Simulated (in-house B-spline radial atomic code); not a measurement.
**Response and correlation of Pm¹³⁺**

Closed shell [Kr] 4d10 5s2. Computed with a B-spline radial code for spherical atoms: Dirac-Hartree-Fock, relativistic RPA (time-dependent Dirac-Hartree-Fock) for the response and second-order many-body perturbation theory for correlation, no-pair Dirac-Coulomb Hamiltonian, finite nucleus.

Command:
```bash
python run_mb.py task.json out
```
Settings (nuclear radius in fm, box in bohr, cutoff in hartree):
```
basis_form          2
Z                   61
core_configuration  [Kr] 4d10 5s2
rms_radius          4.962
mass_number         145
speed_of_light      137.036
box_radius          5.449
lmax                7
intervals           59
virtual_cutoff      93025.0
```

Run time, properties included: 8.4 s on 1 thread of Arm Neoverse V1, with other jobs on the host.

```tsv
multipole (bohr³, bohr⁵, bohr⁷)	uncoupled	coupled RPA
dipole	1.5839	1.5144
quadrupole	0.90009	?
octupole	1.6106	3.856
```

**Question.** What is the coupled quadrupole polarisability?

**Answer.** 1.015 atomic units, +13 % against the uncoupled value.

**Question.** Which subshells carry the dipole polarisability?

**Answer.** 5s1/2 93.2 %, 4d5/2 4.0 %, 4d3/2 2.6 %.

**Question.** What does the dipole shielding factor come to?

**Answer.** The dipole shielding factor is 0.786, against the exact N/Z = 48/61 = 0.787 of the non-relativistic theorem.

Dipole polarisability at imaginary frequency:

```json
{"u (Eh)": "0", "α(iu) (bohr³)": "1.514"}
{"u (Eh)": "2.62", "α(iu) (bohr³)": "0.45"}
{"u (Eh)": "7.86", "α(iu) (bohr³)": "0.149"}
{"u (Eh)": "15.7", "α(iu) (bohr³)": "0.05825"}
{"u (Eh)": "26.2", "α(iu) (bohr³)": "0.02738"}
{"u (Eh)": "52.4", "α(iu) (bohr³)": "0.009489"}
{"u (Eh)": "105", "α(iu) (bohr³)": "0.003005"}
{"u (Eh)": "262", "α(iu) (bohr³)": "0.0005652"}
```

**Question.** What dispersion coefficients follow for two such ions (the dispersion part alone)?

**Answer.** C6 = (3/π)∫α(iu)²du = 2.742 hartree·bohr⁶ and C8 = 12.44 hartree·bohr⁸.

Lowest J = 1 odd-parity excitations:

| energy (eV) | oscillator strength | leading channel | weight |
| --- | --- | --- | --- |
| 19.963 | 0.0731 | 5s1/2 → p1/2 | 0.902 |
| 31.76 | 1.45 | 5s1/2 → p3/2 | 0.878 |
| 115.68 | 0.118 | 5s1/2 → p1/2 | 0.987 |
| 118.84 | 0.23 | 5s1/2 → p3/2 | 0.983 |
| 123.41 | 0.00288 | 4d5/2 → f5/2 | 0.697 |
| 130.81 | 0.0283 | 4d3/2 → f5/2 | 0.449 |
| 157.63 | 0.0287 | 4d3/2 → p1/2 | 0.751 |
| 159.2 | 6.56 | 4d5/2 → f7/2 | 0.239 |

Second-order correlation energy by the highest angular momentum of the excited pair (hartree): s -0.02556, p -0.2599, d -0.6471, f -1.316, g -0.4034, h -0.1778, i -0.08112, k -0.04152.

**Question.** What is the second-order correlation energy at the partial-wave limit?

**Answer.** The listed waves sum to -2.9523 hartree; extrapolating the increments as (l + 1/2)⁻⁴ gives -3.0372 hartree, -1.72 eV per electron.
